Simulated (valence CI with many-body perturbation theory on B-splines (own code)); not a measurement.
**I³⁹⁺: E2, M1 decay**

Level of theory: valence CI with perturbative core correlation (CI+MBPT): four valence electrons over a frozen Dirac-Fock core [Ne], a basis of 11 s, 11 p, 9 d, 7 f, 5 g, 2 h, 1 i functions for each j, with the one-electron correlation potential Σ1, the two-electron term Σ2, the three-electron term Σ3, Breit, model QED; selected CI, second order for the rest (own B-spline code, finite nucleus).

The last digits are not significant, and no measured levels were compared; by estimate large intervals hold to a few tenths of a per cent, small ones and those within an open d or f shell to about a per cent.

Lines 1 to 8 of 8 in falling wavelength, among levels below 452.14 eV, chosen from the decays that carry over 1 % of a level's rate. Wavelengths and rates use the calculated energies. Electric multipoles are in the length gauge, E1 and E2 with the static RPA response of the core. S is in atomic units (e²a₀⁴ for E2 and M2, e²a₀⁶ for E3), for M1 in squared Bohr magnetons. Weak lines are less certain than strong ones. Lines between different terms over intervals too small for the method are left out, as are lines whose strength nearly cancels.

Levels are named by their leading jj configuration (3d3/2^4 stands for four electrons in 3d with j = 3/2), which in mixed levels can hold well under half, so a name can repeat and another be missing.

| λ vac (Å) | Upper | Lower | Type | A (s⁻¹) | S (a.u.) |
| --- | --- | --- | --- | --- | --- |
| 1989 | (3s^2 3p1/2 3p3/2) J=2 | (3s^2 3p1/2 3p3/2) J=1 | M1 | 6.88e+02 | 1.00e+00 |
| 229.5 | (3s^2 3p3/2 3d5/2) J=4 | (3s 3p1/2 3p3/2^2) J=3 | M1 | 6.98e+05 | 2.82e+00 |
| 184.4 | (3s^2 3p1/2 3p3/2) J=1 | (3s^2 3p1/2^2) J=0 | M1 | 2.09e+06 | 1.46e+00 |
| 174.2 | (3s^2 3p3/2 3d5/2) J=4 | (3s^2 3p1/2 3d5/2) J=3 | M1 | 1.05e+06 | 1.86e+00 |
| 172.9 | (3s^2 3p3/2^2) J=2 | (3s^2 3p1/2 3p3/2) J=2 | M1 | 1.87e+06 | 1.79e+00 |
| 168.8 | (3s^2 3p1/2 3p3/2) J=2 | (3s^2 3p1/2^2) J=0 | E2 | 8.10e+03 | 4.96e-03 |
| 159.0 | (3s^2 3p3/2^2) J=2 | (3s^2 3p1/2 3p3/2) J=1 | M1 | 2.00e+06 | 1.49e+00 |
| 135.3 | (3s^2 3p3/2^2) J=0 | (3s^2 3p1/2 3p3/2) J=1 | M1 | 5.75e+06 | 5.29e-01 |
